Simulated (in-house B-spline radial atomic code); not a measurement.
Configurations of Fe5+, with energies counted from [Ar] 3d3. Level of theory: Dirac-Hartree-Fock, average of configuration, Fermi nucleus of rms radius 3.7377 fm; calculated with an all-electron radial atomic-structure program (B-spline basis). Energies include first-order Breit, QED and recoil terms.

Occupations are held fixed; configurations that lie above the ionisation limit could autoionise.

| configuration | E - E(ref) (eV) | highest orbital | its <r> (bohr) |
| --- | --- | --- | --- |
| [Ar] 3d2 4s1 | 31.039 | 4s1/2 | 1.924 |
| [Ne] 3s2 3p5 3d4 | 57.975 | 3d5/2 | 0.8645 |
| [Ar] 3d2 5s1 | 61.88 | 5s1/2 | 3.578 |
| [Ar] 3d2 4f1 | 65.245 | 4f5/2 | 2.87 |
| [Ar] 3d2 5p1 | 65.781 | 5p3/2 | 3.883 |
| [Ar] 3d2 6s1 | 74.975 | 6s1/2 | 5.723 |
| [Ar] 3d2 7f1 | 86.288 | 7f5/2 | 10.97 |
| [Ne] 3s2 3p5 3d3 4s1 | 88.452 | 4s1/2 | 1.923 |
| [Ne] 3s2 3p5 3d3 5s1 | 119.3 | 5s1/2 | 3.578 |
| [Ne] 3s2 3p5 3d3 4f1 | 122.62 | 4f5/2 | 2.862 |
| [Ne] 3s2 3p5 3d3 7f1 | 143.7 | 7f5/2 | 10.96 |

Order these further configurations by energy, lowest first.
A. [Ar] 3d2 7g1
B. [Ne] 3s2 3p5 3d3 6s1
C. [Ar] 3d2 6p1
D. [Ne] 3s2 3p5 3d3 5g1
E. [Ar] 3d2 4p1

E (40.681 eV), C (76.941 eV), A (86.481 eV), B (132.4 eV), D (134.31 eV).

How far above the reference does [Ar] 3d2 7s1 lie?

81.807 eV; its least bound orbital is 7s1/2 with <r> = 8.367 bohr.

How far above the reference does [Ne] 3s2 3p5 3d3 7g1 lie?

143.9 eV; its least bound orbital is 7g9/2 with <r> = 10.57 bohr.

How far above the reference does [Ne] 3s2 3p5 3d3 5f1 lie?

133.84 eV; its least bound orbital is 5f5/2 with <r> = 5.05 bohr.

One of these lies 139.2 eV from the reference. Which?
A. [Ar] 3d2 6f1
B. [Ar] 3d2 6g1
C. [Ne] 3s2 3p5 3d3 7s1

C.
